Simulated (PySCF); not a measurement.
C₅H₉OSi (doublet state).
Numbering: `[SiH3:1][O:2]/[CH:3]=[CH:4]\[C@@H:5]1[CH:6][CH2:7]1` (hydrogens: H8, H9, H10 on Si1; H11 on C3; H12 on C4; H13 on C5; H14 on C6; H15, H16 on C7)

Geometry (GFN2-xTB, Å), atoms numbered from 1 in this order:
```
atom  x, y, z in Å
Si1    3.1207    0.0585    1.0591
O2     1.5458    0.0338    0.6569
C3     0.8637   -0.6179   -0.3062
C4    -0.4616   -0.5415   -0.4255
C5    -1.3285    0.2338    0.4688
C6    -2.6713   -0.2732    0.7889
C7    -2.6028    0.9058   -0.0626
H8     3.9411    0.4983   -0.0730
H9     3.0617    1.0202    2.1462
H10    3.5687   -1.2761    1.4628
H11    1.4561   -1.2069   -0.9960
H12   -0.9404   -1.0954   -1.2186
H13   -0.7864    0.7911    1.2237
H14   -3.0903   -1.2319    0.5561
H15   -2.8156    1.8795    0.3561
H16   -2.8687    0.8308   -1.1132
```

The hyperfine couplings belong to this conformer and change with its torsions.

Method: UKS B3LYP, pcH-1 on C H O Si, non-relativistic, mean-field spin-orbit, GIAO in PySCF. Isolated species at its GFN2-xTB geometry (one conformer only). The geometry wasn't refined by DFT: couplings that depend on bond lengths, twists or pyramidal angles can differ widely from those at the functional's own minimum. The SCF solution wasn't tested for stability.

Problem. The isotropic 13C couplings are +297.8, -21.9, +16.8, -13.7, +5.6 MHz. Assign them to C3; C4; C5; C6; C7.

Solution. 
| site | a_iso (MHz) | ρ(0) (bohr⁻³) | position | distance from C6 (Å) | spin population | largest \|T\| (MHz) |
| --- | --- | --- | --- | --- | --- | --- |
| C3 | +5.6 | +0.0049 | 3 bonds from C6 | 3.72 | +0.06 | 9.4 |
| C4 | +16.8 | +0.0150 | 2 bonds from C6 | 2.54 | -0.02 | 6.5 |
| C5 | -13.7 | -0.0122 | 1 bond from C6 | 1.47 | -0.02 | 6.1 |
| C6 | +297.8 | +0.2649 | largest spin population | 0.00 | +0.94 | 141.9 |
| C7 | -21.9 | -0.0195 | 1 bond from C6 | 1.46 | -0.03 | 6.4 |

ρ(0) is the spin density at the nucleus and T the dipolar tensor; a_iso includes a spin–orbit part; entries for several nuclei are means. The largest Mulliken spin population is on C6 (+0.94). The angles at C6 add up to 319.5°, so it is pyramidal.

Nuclei that the bonding pattern makes equivalent are averaged, as if the motion that swaps them (rotation, inversion, ring flip) were fast.

Time: 2.4 min of wall time (with the writing of density and orbital grids); peak memory 1.0 GiB. Hardware: one thread of an AMD EPYC, no GPU, shared host.
